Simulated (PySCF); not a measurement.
Geometry:
| atom | x (Å) | y (Å) | z (Å) |
| --- | --- | --- | --- |
| C1 | -2.260 | 0.721 | 0.158 |
| N2 | -1.837 | -0.650 | -0.039 |
| Si3 | -0.444 | -1.360 | 0.661 |
| N4 | 0.870 | -0.279 | 0.240 |
| C5 | 1.993 | 0.006 | 0.976 |
| C6 | 2.750 | 0.858 | 0.235 |
| N7 | 2.126 | 1.111 | -0.952 |
| C8 | 1.027 | 0.423 | -0.917 |
| H9 | -1.382 | 1.352 | 0.278 |
| H10 | -2.818 | 1.065 | -0.714 |
| H11 | -2.893 | 0.837 | 1.044 |
| H12 | -2.624 | -1.256 | -0.215 |
| H13 | -0.277 | -2.648 | -0.006 |
| H14 | -0.371 | -1.455 | 2.124 |
| H15 | 2.145 | -0.419 | 1.947 |
| H16 | 3.693 | 1.309 | 0.468 |
| H17 | 0.297 | 0.395 | -1.700 |

Geometry: GFN2-xTB; GIAO absolute shieldings from PySCF 2.14, gas phase, non-relativistic, averaged over equivalent atoms.

At PBE0/pcSseg-1 (188 basis functions, 21 s wall time on 1 thread of an Arm Neoverse V2, shared host):
| atoms | σ (ppm) |
| --- | --- |
| C8 | 43.8 |
| C6 | 49.5 |
| C5 | 63.8 |
| C1 | 157.0 |
| N7 | -45.0 |
| N4 | 85.0 |
| N2 | 247.6 |
| Si3 | 385.9 |
| H17 | 24.03 |
| H16 | 24.27 |
| H15 | 24.87 |
| H13/H14 | 26.23 |
| H9/H10/H11 | 28.99 |
| H12 | 31.48 |

Q: What do these become at PBE0/IGLO-II?

A: 
```
     atoms  σ at PBE0/IGLO-II  change
        C8               47.9    +4.1
        C6               53.4    +3.9
        C5               67.3    +3.5
        C1              159.3    +2.3
        N7              -40.6    +4.4
        N4               87.1    +2.1
        N2              246.3    -1.3
       Si3              388.6    +2.7
       H17              24.58   +0.55
       H16              24.82   +0.55
       H15              25.34   +0.47
   H13/H14              26.23   +0.00
H9/H10/H11              29.45   +0.46
       H12              31.77   +0.29
```

The largest change is at N7 (pyridine-type nitrogen of an azole). Cost: 243 basis functions, 28 s wall time on 1 thread of an Arm Neoverse V2, shared host. The order of the carbon signals is the same at both levels.
